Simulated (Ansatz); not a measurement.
Cost and result for the atomization energy of `[Cl][Al@H-]1[Cl+][Al@@H-]([Cl])[Cl+]1` (8 atoms, 8 bonds).

The species carries charge 0 and has multiplicity 1. All single points use the PBE0-D4/def2-TZVP geometry. Program: Ansatz. All runs use 4 threads of an Arm Neoverse V2 on a shared host. Times are those of one run each, without the atoms' runs, and a repeat can differ threefold. Electronic energies, without spin–orbit coupling; frozen cores. CCSD(T)/CBS adds CCSD(T) − MP2 in def2-TZVPP to the MP2 limit, and its time is that of the two runs behind it. T1 = 0.008. B3LYP takes the VWN-RPA correlation (the form of Gaussian; ORCA's B3LYP/G).

CCSD(T)/CBS is a level of theory with its own doubt, some kJ/mol a heavy atom from the limit and from the frozen cores, so smaller differences don't rank the functionals.

| level | functions | wall time | atomization (kcal/mol) | difference from CCSD(T)/CBS | per bond |
| --- | --- | --- | --- | --- | --- |
| revPBE-D4/def2-TZVPP | 280 | 2.8 s | 573.8 | -20.6 | -2.6 |
| BLYP-D4/def2-TZVPP | 280 | 3.2 s | 568.9 | -25.5 | -3.2 |
| CCSD(T)/def2-SVP | 118 | 4.7 s | 554.2 | -40.2 | -5.0 |
| PBE0-D4/def2-TZVPP | 280 | 6 s | 585.7 | -8.7 | -1.1 |
| BHLYP-D4/def2-TZVPP | 280 | 6.5 s | 573.3 | -21.1 | -2.6 |
| CAM-B3LYP-D4/def2-TZVPP | 280 | 6.5 s | 580.7 | -13.7 | -1.7 |
| r2SCAN-D4/def2-TZVPP (with forces) | 280 | 7.5 s | 598.5 | 4.1 | 0.5 |
| PBE-QIDH/def2-TZVPP | 280 | 8.5 s | 590.3 | -4.1 | -0.5 |
| B3LYP-D4/def2-TZVPP (with forces) | 280 | 9.5 s | 576.8 | -17.6 | -2.2 |
| B97M-V/def2-TZVPP | 280 | 11 s | 605.3 | 10.9 | 1.4 |
| MP2/def2-QZVPP | 480 | 24 s | 606.8 | 12.4 | 1.6 |
| CCSD(T)/def2-TZVPP | 280 | 3.8 min | 574.2 | -20.2 | -2.5 |
| CCSD(T)/CBS(def2) | – | 4.2 min | 594.4 | 0.0 | 0.0 |

From BLYP to BHLYP (50 % exact exchange), in def2-TZVPP and without D4, the atomization energy moves by +9.0 kcal/mol. At CCSD(T), def2-SVP lies −40.2 kcal/mol from the extrapolated value and def2-TZVPP −20.1 kcal/mol: correlation converges slowly with the basis, and small sets miss more of it in the bonded molecule than in its fragments. The D4 term adds +13.3 kcal/mol with B3LYP and +7.1 kcal/mol with PBE0; it sums over pairs of atoms, weighted by their polarisabilities, and B3LYP, whose exchange is more repulsive, gets the larger term.
